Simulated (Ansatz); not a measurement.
Ideal-gas functions of C2H5ClGe (`C=[CH][GeH2][Cl]`) at 800 K and 1 bar, from an Ansatz frequency run at PBE0-D4/def2-TZVP.

Molar mass 137.13 g/mol, point group Cs (symmetry number 1), electronic degeneracy 1, moments of inertia 104.471, 178.427, 276.478 u Å². Harmonic wavenumbers (cm⁻¹, unscaled): 95, 137, 336, 397, 419, 568, 593, 680, 760, 875, 1007, 1011, 1031, 1283, 1434, 1676, 2162, 2163, 3136, 3153, 3225.

Use S(trans) = R[1.5 ln M + 2.5 ln T − 1.1517]; rotational temperatures θ = 24.2544 K / I; S(rot) = R[ln(√π/σ · √(T³/θAθBθC)) + 1.5]; for each mode x = 1.438777 ν̃/T, S = R[x/(eˣ − 1) − ln(1 − e⁻ˣ)] and H = RT x/(eˣ − 1); 1 cm⁻¹ = 0.0119627 kJ/mol; R = 8.31446 J/(mol·K).

Q: By hand: the entropy, in J/(mol·K).

A: Translation 190.7. Rotation: θ = 0.2322, 0.1359, 0.0877 K, giving 125.1. Vibration, mode by mode: 23.02, 19.98, 12.63, 11.29, 10.86, 8.49, 8.16, 7.14, 6.33, 5.35, 4.43, 4.40, 4.28, 2.99, 2.42, 1.71, 0.85, 0.85, 0.20, 0.19, 0.17, in all 135.7. Electronic 0.0. Sum 451.5 J/(mol·K).

Q: By hand: H − E and G − E in kJ/mol, counted from the electronic energy.

A: Zero-point energy ½ × 26141 × 0.0119627 = 156.4; thermal vibration 55.2; translation, rotation and pV give 4 RT = 26.6. H − E = 238.2 kJ/mol, and G − E = 238.2 − 800 × 451.5/1000 = -123.0 kJ/mol.

Vibration gives 30 % of the entropy, 43.0 J/(mol·K) of it from the modes under 150 cm⁻¹: soft modes count most, and the harmonic formula is weakest for them. The sum counts one conformer and one mirror image; others add a mixing term.
